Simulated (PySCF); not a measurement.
Computed properties of CH12N2Si3, SMILES N[Si](C)(N)[SiH2][SiH3]

CH12N2Si3, SMILES [SiH2]([SiH3])[Si](N)(C)N. The structure is a stationary point at PBE0-D3(BJ)/def2-SVP. The structure was generated by enumeration, and PubChem lists no compound with its InChIKey, so it may never have been made. The values are those of a single conformer. All values are computed for the isolated molecule unless a solvent is named; none is compared with measurement here.

**Structure.** All 48 harmonic modes at PBE0-D3(BJ)/def2-SVP (PySCF) are real, so it is a minimum. With heavy atoms numbered as in [CH3:1][Si:2]([NH2:3])([NH2:4])[SiH2:5][SiH3:6], the shortest bond between them is Si2–N3 at 1.733 Å and the longest Si2–Si5 at 2.360 Å.

**Vibrations.** The strongest infrared lines (harmonic, unscaled, degenerate partners summed) lie at 875 cm⁻¹ (229 km/mol, H 87 %, Si 10 %), 859 cm⁻¹ (170 km/mol, H 67 %, Si 16 %, N 11 %), 439 cm⁻¹ (165 km/mol, H 62 %, N 19 %, Si 19 %). The softest mode is at 35 cm⁻¹ and the zero-point energy is 82.4 kcal/mol.

**Electronic structure.** M06-2X/def2-TZVP (PySCF) places the frontier levels at -7.84 and 0.93 eV, a gap of 8.77 eV, and gives a dipole moment of 1.79 D. PBE/def2-TZVP (PySCF) at the same geometry gives -5.52 and -0.59 eV, so its gap is 3.84 eV narrower. An orbital gap is neither the optical nor the fundamental gap.

**Excitations.** TDA-PBE0/def2-SVPD (PySCF) has S1 at 5.78 eV (215 nm, f = 0.022, weak); the most intense of the 6 singlets computed lies at 6.51 eV (f = 0.12). T1 (TDA) is at 5.29 eV, 0.49 eV under S1. TDA-PBE/def2-SVPD (PySCF) puts S1 at 5.05 eV. No vertical singlet excitation falls in the visible range (under 3.1 eV).

**NMR.** GIAO shifts at PBE0/pcSseg-1 (PySCF) (non-relativistic, atoms alike by connectivity averaged): ¹³C at 3.5 ppm against TMS; ¹H from 0.5 to 3.8 ppm against TMS; ²⁹Si from -122.4 to -10.8 ppm against TMS.
